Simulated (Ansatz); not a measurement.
Coupled-cluster diagnostics for Zr₂P₂, Ansatz.

Geometry of the singlet (PBE-D4/def2-SVP):

Cartesian coordinates in Å:
```
Zr 0.262 -1.435 0.614
Zr -0.346 -0.065 -1.543
P 1.168 0.846 0.208
P -1.084 0.654 0.721
```

In the def2 sets Zr takes a core potential; there is no spin–orbit coupling. Correlated methods freeze 10 core orbitals; core or outer-core shells of Zr are correlated, in sets that lack core-valence functions. No other spin state of charge 0 was run. Another isomer (triplet) lies 0.70 eV lower at PBE0-D4/def2-TZVP; other spin states weren't run for this one.

**Question.** Estimate the CCSD(T) correlation energy, the shares of MP2 and (T), T1 and the reference's ⟨S²⟩ for: charge 0, singlet, own geometry in def2-TZVPP; and the rough time on 4 threads of Arm Neoverse V2 on a shared host.

**Answer.** 
```csv
state,basis,correlation (eV),MP2 share (%),(T) share (%),T1,⟨S²⟩ (pure),wall time,remarks
"charge 0, singlet, own geometry",def2-TZVPP,-29.837,98.0,7.9,0.043,0.00 (0.00),100 s,restricted SCF unstable
```
Customary marks for T1 are 0.02 (closed shells), 0.045 (open shells) and about 0.05 (3d metals). T1 exceeds 0.02 in 1 of 1 rows and 0.045 in 0; the higher it lies, the less the single-reference result can be trusted.
